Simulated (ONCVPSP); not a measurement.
**Plane-wave convergence, ONCV potential for rubidium**

* Element: rubidium
* Generator: ONCVPSP 4.0.1
* Type: optimised norm-conserving Vanderbilt (ONCV)
* Functional: LDA (Perdew-Wang 92)
* Relativity: fully relativistic
* Frozen core: [Ar] 3d10
* Valence charge: 9
* Reference configuration: 4s2 4p6 5s1
* Partial waves: 4s+5s: rc 2.30 bohr, ncon 5, nbas 9, qcut 6.6 1/bohr, 2 projectors; 4p: rc 2.15 bohr, ncon 4, nbas 7, qcut 8 1/bohr, 2 projectors, debl 1.3 Ha; d scattering state at 0.08 Ha: rc 2.30 bohr, ncon 4, nbas 7, qcut 3.7 1/bohr, 1 projector
* Local potential: polynomial inside 1.65 bohr (lpopt 5, dvloc0 2 Ha)
* Core correction: Teter function, fcfact 2.5, rcfact 1.1

Open shells are filled in proportion to 2j + 1.

Q: For each optimised wave give the share of its norm inside rc, the residual kinetic energy above qcut (Ha) and the cutoffs (Ha) for errors of 10, 1, 0.1 and 0.01 mHa per electron.

A:

```tsv
wave	norm inside rc	residual KE	10 mHa	1 mHa	0.1 mHa	0.01 mHa
4s	0.932	1.6e-07	9.8	13.4	16.1	18.5
5s	0.037	3.7e-08	4.6	10.3	14.0	16.8
4p j=3/2	0.768	1.3e-08	5.3	14.8	19.6	23.5
p projector 2 j=3/2	0.079	7.3e-09	4.5	13.2	18.9	23.1
4p j=1/2	0.787	1.3e-08	5.3	14.5	19.6	23.5
p projector 2 j=1/2	0.078	7.6e-09	4.7	12.9	18.8	23.1
d projector 1 j=5/2	0.300	2.0e-03	5.1	7.8	27.0	32.9
d projector 1 j=3/2	0.304	2.1e-03	5.1	7.9	27.3	33.0
```

The occupied waves need 15 Ha and 20 Ha for 1 and 0.1 mHa.
